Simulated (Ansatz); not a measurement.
Isolated molecules relaxed with PBE0-D4/def2-TZVP in Ansatz; ΔE leaves out vibrations. CCSD(T)/CBS adds triple-zeta CCSD(T) − MP2 to the extrapolated MP2 energy (def2 sets, frozen cores). This one scheme is used for every species. DFT in def2-TZVPP. HSE06 is defined as in plane-wave codes. For Zn outer-core shells are correlated without core-valence functions, which leaves a few kJ/mol of doubt a bond. Scalar relativity is left out up to krypton. One conformer a species, not always the lowest.

Consider the redistribution: `[BH2][Zn][OH]` + `[AlH2][SiH2][ZnH]` → `[BH2][Zn][SiH2][ZnH]` + `[OH][AlH2]`.

| level | ΔE (kcal/mol) | difference from CCSD(T)/CBS |
| --- | --- | --- |
| r2SCAN-D4 | -22.4 | 0.8 |
| PBE0-D4 | -22.5 | 0.7 |
| r2SCANh-D4 | -23.1 | 0.1 |
| r2SCAN0-D4 | -23.9 | -0.7 |
| HSE06-D4 | -22.5 | 0.7 |
| PBE-QIDH | -23.4 | -0.2 |
| CCSD(T)/def2-SVP | -26.0 | -2.8 |
| SCS-MP2/def2-TZVPP | -23.6 | -0.4 |
| CCSD/def2-TZVPP | -23.5 | -0.3 |
| HF/def2-QZVPP | -25.3 | -2.1 |
| CCSD(T)/CBS | -23.2 | 0 |

Largest T1 diagnostic among the species: 0.017.

From PBE to PBE0 (25 % exact exchange), in def2-TZVPP and without D4, ΔE moves by −1.7 kcal/mol. Leaving LDA and LC-ωPBE aside and taking each functional with its dispersion term where it has one, the values, not all of them listed here, spread over 4.4 kcal/mol, from ωB97M-V to revPBE-D4. In def2-TZVPP, CCSD(T) changes the Hartree–Fock value by +2.8 kcal/mol (the triples alone add +0.4 kcal/mol) and MP2 by +2.2 kcal/mol.
